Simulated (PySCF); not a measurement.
# Computed records: Al$_{2}$H$_{3}$

All values are calculated (PySCF 2.14.0). Calculation on a computer-drawn molecule: vertical ionisation energy to the stated ion spin, frozen-core CCSD(T) at the basis limit and cheaper methods, single-reference cases, UHF for radicals, no spin-orbit; all values are single points at the evaluated structure, the first of each entry, which is the reference or a displaced copy of it and isn't optimised; the reference structure only sets the zero of the energies above reference; triples share is (T) over the correlation energy.

Common to all runs: charge 1; multiplicity 1; ion multiplicity 2; diffuse functions no; basis cc-pV(n+d)Z; reference is the Hartree-Fock double-zeta minimum; best is HF at quadruple zeta + MP2 correlation extrapolated from triple and quadruple zeta + CCSD(T) minus MP2 at triple zeta; basis step is the size of the change from the same recipe one zeta lower.

```yaml
- entry: 1
  formula: Al2H3
  evaluated_structure:
    atoms_angstrom:
      - [Al, -0.546, 1.4947, 3.0039]
      - [Al, -1.6292, -0.5584, 1.5627]
      - [H, -0.0705, 2.5685, 3.8943]
      - [H, -0.9728, -1.8816, 2.1909]
      - [H, -2.4111, -0.0494, 0.3756]
  reference_structure:
    atoms_angstrom:
      - [Al, -0.6019, 1.4863, 3.0333]
      - [Al, -1.5321, -0.5962, 1.5613]
      - [H, -0.0662, 2.6844, 3.8809]
      - [H, -1.0242, -1.9654, 2.0997]
      - [H, -2.4406, -0.1231, 0.3893]
  given:
    drawn_bonds_atom: [1, 1, 2, 2]
    drawn_bonds_other_atom: [2, 3, 4, 5]
    drawn_bonds_order: [1, 1, 1, 1]
  results:
    "ionisation_energy_best [eV]": 15.17
    "ionisation_energy_basis_step [eV]": 0.0299
    "energy_above_reference_best [kcal/mol]": 3.352
    "energy_above_reference_basis_step [kcal/mol]": 0.08277
    triple_zeta_method: [HF, PBE, r2SCAN, B3LYP, wB97X, MP2, CCSD, "CCSD(T)"]
    "triple_zeta_ionisation_energy [eV]": [14.26, 14.75, 14.78, 14.93, 15.03, 14.99, 15.06, 15.07]
    "triple_zeta_energy_above_reference [kcal/mol]": [3.415, 3.729, 3.513, 3.37, 3.255, 3.236, 3.348, 3.367]
    "ionisation_energy_Koopmans_at_triple_zeta [eV]": 15.02
    "ionisation_energy_EOM_CCSD_at_triple_zeta [eV]": 15.13
    "total_energy_HF_triple_zeta [hartree]": -485.3189
    "total_energy_CCSD(T)_triple_zeta [hartree]": -485.4836
    "total_energy_best [hartree]": -485.5026
    T1_diagnostic_at_triple_zeta: 0.01051
    D1_diagnostic_at_triple_zeta: 0.02223
    ion_T1_diagnostic_at_triple_zeta: 0.02351
    ion_D1_diagnostic_at_triple_zeta: 0.05507
    ion_spin_squared_at_triple_zeta: 0.7915
    triples_share_at_triple_zeta: 0.01928
    basis_functions_triple_zeta: 120
- entry: 2
  formula: Al2H3
  evaluated_structure:
    atoms_angstrom:
      - [Al, -0.5988, 1.4848, 3.04]
      - [Al, -1.6993, -0.9688, 1.2974]
      - [H, -0.0629, 2.6881, 3.8773]
      - [H, -1.1873, -2.3336, 1.831]
      - [H, -2.6206, -0.4975, 0.1244]
  reference_structure:
    atoms_angstrom:
      - [Al, -0.6019, 1.4863, 3.0333]
      - [Al, -1.5321, -0.5962, 1.5613]
      - [H, -0.0662, 2.6844, 3.8809]
      - [H, -1.0242, -1.9654, 2.0997]
      - [H, -2.4406, -0.1231, 0.3893]
  given:
    drawn_bonds_atom: [1, 1, 2, 2]
    drawn_bonds_other_atom: [2, 3, 4, 5]
    drawn_bonds_order: [1, 1, 1, 1]
  results:
    "ionisation_energy_best [eV]": 14.47
    "ionisation_energy_basis_step [eV]": 0.03371
    "energy_above_reference_best [kcal/mol]": 9.014
    "energy_above_reference_basis_step [kcal/mol]": 0.06641
    triple_zeta_method: [HF, PBE, r2SCAN, B3LYP, wB97X, MP2, CCSD, "CCSD(T)"]
    "triple_zeta_ionisation_energy [eV]": [13.51, 14.23, 14.22, 14.34, 14.38, 14.26, 14.35, 14.38]
    "triple_zeta_energy_above_reference [kcal/mol]": [8.135, 7.437, 8.386, 7.598, 9.557, 9.008, 8.896, 8.863]
    "ionisation_energy_Koopmans_at_triple_zeta [eV]": 14.27
    "ionisation_energy_EOM_CCSD_at_triple_zeta [eV]": 14.45
    "total_energy_HF_triple_zeta [hartree]": -485.3114
    "total_energy_CCSD(T)_triple_zeta [hartree]": -485.4748
    "total_energy_best [hartree]": -485.4935
    T1_diagnostic_at_triple_zeta: 0.01141
    D1_diagnostic_at_triple_zeta: 0.02439
    ion_T1_diagnostic_at_triple_zeta: 0.02136
    ion_D1_diagnostic_at_triple_zeta: 0.05044
    ion_spin_squared_at_triple_zeta: 0.7876
    triples_share_at_triple_zeta: 0.01992
    basis_functions_triple_zeta: 120
- entry: 3
  formula: Al2H3
  evaluated_structure:
    atoms_angstrom:
      - [Al, -0.555, 1.4698, 3.0575]
      - [Al, -1.4718, -0.5956, 1.5564]
      - [H, -0.0988, 2.7482, 3.8248]
      - [H, -1.0857, -1.9708, 2.1098]
      - [H, -2.3976, -0.1382, 0.4538]
  reference_structure:
    atoms_angstrom:
      - [Al, -0.6019, 1.4863, 3.0333]
      - [Al, -1.5321, -0.5962, 1.5613]
      - [H, -0.0662, 2.6844, 3.8809]
      - [H, -1.0242, -1.9654, 2.0997]
      - [H, -2.4406, -0.1231, 0.3893]
  given:
    drawn_bonds_atom: [1, 1, 2, 2]
    drawn_bonds_other_atom: [2, 3, 4, 5]
    drawn_bonds_order: [1, 1, 1, 1]
  results:
    "ionisation_energy_best [eV]": 15.4
    "ionisation_energy_basis_step [eV]": 0.03303
    "energy_above_reference_best [kcal/mol]": 0.9693
    "energy_above_reference_basis_step [kcal/mol]": 0.06758
    triple_zeta_method: [HF, PBE, r2SCAN, B3LYP, wB97X, MP2, CCSD, "CCSD(T)"]
    "triple_zeta_ionisation_energy [eV]": [14.51, 14.94, 14.99, 15.13, 15.26, 15.24, 15.29, 15.3]
    "triple_zeta_energy_above_reference [kcal/mol]": [0.8114, 1.304, 1.019, 0.9026, 0.858, 0.8238, 0.9384, 0.9721]
    "ionisation_energy_Koopmans_at_triple_zeta [eV]": 15.29
    "ionisation_energy_EOM_CCSD_at_triple_zeta [eV]": 15.36
    "total_energy_HF_triple_zeta [hartree]": -485.3231
    "total_energy_CCSD(T)_triple_zeta [hartree]": -485.4874
    "total_energy_best [hartree]": -485.5064
    T1_diagnostic_at_triple_zeta: 0.01073
    D1_diagnostic_at_triple_zeta: 0.02275
    ion_T1_diagnostic_at_triple_zeta: 0.02577
    ion_D1_diagnostic_at_triple_zeta: 0.05807
    ion_spin_squared_at_triple_zeta: 0.8027
    triples_share_at_triple_zeta: 0.01917
    basis_functions_triple_zeta: 120
- entry: 4
  formula: Al2H3
  evaluated_structure:
    atoms_angstrom:
      - [Al, -0.5462, 1.4355, 3.1025]
      - [Al, -1.4847, -0.6248, 1.5783]
      - [H, -0.0839, 2.6349, 3.7195]
      - [H, -1.0587, -2.0711, 2.1998]
      - [H, -2.4173, -0.1032, 0.4025]
  reference_structure:
    atoms_angstrom:
      - [Al, -0.6019, 1.4863, 3.0333]
      - [Al, -1.5321, -0.5962, 1.5613]
      - [H, -0.0662, 2.6844, 3.8809]
      - [H, -1.0242, -1.9654, 2.0997]
      - [H, -2.4406, -0.1231, 0.3893]
  given:
    drawn_bonds_atom: [1, 1, 2, 2]
    drawn_bonds_other_atom: [2, 3, 4, 5]
    drawn_bonds_order: [1, 1, 1, 1]
  results:
    "ionisation_energy_best [eV]": 15.3
    "ionisation_energy_basis_step [eV]": 0.03027
    "energy_above_reference_best [kcal/mol]": 5.435
    "energy_above_reference_basis_step [kcal/mol]": 0.0003713
    triple_zeta_method: [HF, PBE, r2SCAN, B3LYP, wB97X, MP2, CCSD, "CCSD(T)"]
    "triple_zeta_ionisation_energy [eV]": [14.43, 14.85, 14.89, 15.04, 15.17, 15.14, 15.19, 15.2]
    "triple_zeta_energy_above_reference [kcal/mol]": [5.473, 5.593, 5.49, 5.479, 5.407, 5.435, 5.457, 5.464]
    "ionisation_energy_Koopmans_at_triple_zeta [eV]": 15.19
    "ionisation_energy_EOM_CCSD_at_triple_zeta [eV]": 15.26
    "total_energy_HF_triple_zeta [hartree]": -485.3156
    "total_energy_CCSD(T)_triple_zeta [hartree]": -485.4802
    "total_energy_best [hartree]": -485.4992
    T1_diagnostic_at_triple_zeta: 0.01082
    D1_diagnostic_at_triple_zeta: 0.0228
    ion_T1_diagnostic_at_triple_zeta: 0.02535
    ion_D1_diagnostic_at_triple_zeta: 0.06123
    ion_spin_squared_at_triple_zeta: 0.791
    triples_share_at_triple_zeta: 0.0194
    basis_functions_triple_zeta: 120
- entry: 5
  formula: Al2H3
  evaluated_structure:
    atoms_angstrom:
      - [Al, -0.6879, 1.4561, 3.0551]
      - [Al, -1.5823, -0.5505, 1.5875]
      - [H, -0.1681, 2.688, 4.0865]
      - [H, -1.0599, -1.9544, 2.0657]
      - [H, -2.4252, 0.0275, 0.4653]
  reference_structure:
    atoms_angstrom:
      - [Al, -0.6019, 1.4863, 3.0333]
      - [Al, -1.5321, -0.5962, 1.5613]
      - [H, -0.0662, 2.6844, 3.8809]
      - [H, -1.0242, -1.9654, 2.0997]
      - [H, -2.4406, -0.1231, 0.3893]
  given:
    drawn_bonds_atom: [1, 1, 2, 2]
    drawn_bonds_other_atom: [2, 3, 4, 5]
    drawn_bonds_order: [1, 1, 1, 1]
  results:
    "ionisation_energy_best [eV]": 15.33
    "ionisation_energy_basis_step [eV]": 0.03175
    "energy_above_reference_best [kcal/mol]": 2.681
    "energy_above_reference_basis_step [kcal/mol]": 0.0008075
    triple_zeta_method: [HF, PBE, r2SCAN, B3LYP, wB97X, MP2, CCSD, "CCSD(T)"]
    "triple_zeta_ionisation_energy [eV]": [14.43, 14.86, 14.91, 15.05, 15.2, 15.2, 15.22, 15.23]
    "triple_zeta_energy_above_reference [kcal/mol]": [3.545, 2.053, 2.497, 2.64, 2.787, 3.068, 2.747, 2.661]
    "ionisation_energy_Koopmans_at_triple_zeta [eV]": 15.25
    "ionisation_energy_EOM_CCSD_at_triple_zeta [eV]": 15.3
    "total_energy_HF_triple_zeta [hartree]": -485.3187
    "total_energy_CCSD(T)_triple_zeta [hartree]": -485.4847
    "total_energy_best [hartree]": -485.5036
    T1_diagnostic_at_triple_zeta: 0.01165
    D1_diagnostic_at_triple_zeta: 0.02492
    ion_T1_diagnostic_at_triple_zeta: 0.03104
    ion_D1_diagnostic_at_triple_zeta: 0.07106
    ion_spin_squared_at_triple_zeta: 0.8373
    triples_share_at_triple_zeta: 0.02012
    basis_functions_triple_zeta: 120
```
